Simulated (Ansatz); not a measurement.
Geometry optimisation, RKS LDA/6-31G* (Ansatz).

The input (input.yaml):

```yaml
crystal:
  periodic: [false, false, false]
  atoms:
    - { symbol: Si, position_ang: [0.169445, -0.042058, -0.057868] }
    - { symbol: Cl, position_ang: [0.379981, -0.170614, 2.051663] }
    - { symbol: Si, position_ang: [2.354773, -0.061095, -0.865361] }
    - { symbol: H, position_ang: [3.014978, -1.405793, -0.678737] }
    - { symbol: H, position_ang: [2.365055, 0.27681, -2.339106] }
    - { symbol: H, position_ang: [3.161983, 0.981608, -0.131955] }
    - { symbol: Si, position_ang: [-1.054249, 1.844346, -0.653612] }
    - { symbol: H, position_ang: [-2.21283, 1.462282, -1.532342] }
    - { symbol: H, position_ang: [-1.483124, 2.631757, 0.552216] }
    - { symbol: H, position_ang: [-0.159802, 2.753507, -1.474881] }
    - { symbol: H, position_ang: [-0.518731, -1.31566, -0.476802] }
    - { symbol: O, position_ang: [-2.556196, 0.230228, 0.842598] }
    - { symbol: H, position_ang: [-2.77724, -0.686951, 0.569938] }
    - { symbol: H, position_ang: [-2.150941, 0.137932, 1.746648] }
basis:
  gaussian: { orbitals: "6-31G*" }
hamiltonian:
  xc: lda
relax:
  f_tol: 0.03
  max_steps: 50
```

Run as:

```bash
$ ansatz run input.yaml --threads 4 --pin off --max-ram 5120MiB --backend cpu --events-out ev --progress --plain --runs-dir out
```

Task: Where does it end, and by what steps?

Result: The forces met the threshold. The force dipped under the threshold on the way, but the program's further checks kept it going. After 9 steps the energy has fallen by 0.027 eV; H4 moved furthest, 0.25 Å.

```json
{"step": "0", "energy less start (eV)": "0.0000", "largest force component (eV/Å)": "0.476", "accepted": "yes"}
{"step": "1", "energy less start (eV)": "0.0060", "largest force component (eV/Å)": "0.914", "accepted": "no"}
{"step": "2", "energy less start (eV)": "-0.0122", "largest force component (eV/Å)": "0.534", "accepted": "yes"}
{"step": "3", "energy less start (eV)": "-0.0167", "largest force component (eV/Å)": "0.249", "accepted": "yes"}
{"step": "4", "energy less start (eV)": "-0.0131", "largest force component (eV/Å)": "0.176", "accepted": "no"}
{"step": "5", "energy less start (eV)": "-0.0205", "largest force component (eV/Å)": "0.176", "accepted": "yes"}
{"step": "6", "energy less start (eV)": "-0.0249", "largest force component (eV/Å)": "0.016", "accepted": "yes"}
{"step": "7", "energy less start (eV)": "-0.0264", "largest force component (eV/Å)": "0.104", "accepted": "yes"}
{"step": "8", "energy less start (eV)": "-0.0268", "largest force component (eV/Å)": "0.067", "accepted": "yes"}
{"step": "9", "energy less start (eV)": "-0.0271", "largest force component (eV/Å)": "0.025", "accepted": "yes"}
```

```xyz
14
Properties=species:S:1:pos:R:3
Si 0.171 -0.070 -0.115
Cl 0.278 -0.324 1.983
Si 2.379 -0.040 -0.847
H 3.105 -1.300 -0.470
H 2.401 0.103 -2.344
H 3.095 1.135 -0.245
Si -1.062 1.836 -0.635
H -2.276 1.503 -1.447
H -1.374 2.630 0.595
H -0.183 2.706 -1.507
H -0.508 -1.318 -0.619
O -2.582 0.288 0.923
H -2.881 -0.577 0.573
H -2.031 0.064 1.708
```

Whether the end is a true minimum wasn't checked by a vibrational analysis.

Run time: 11 s on 4 threads of Arm Neoverse V2, with other jobs on the host, peak memory 0.17 GiB.
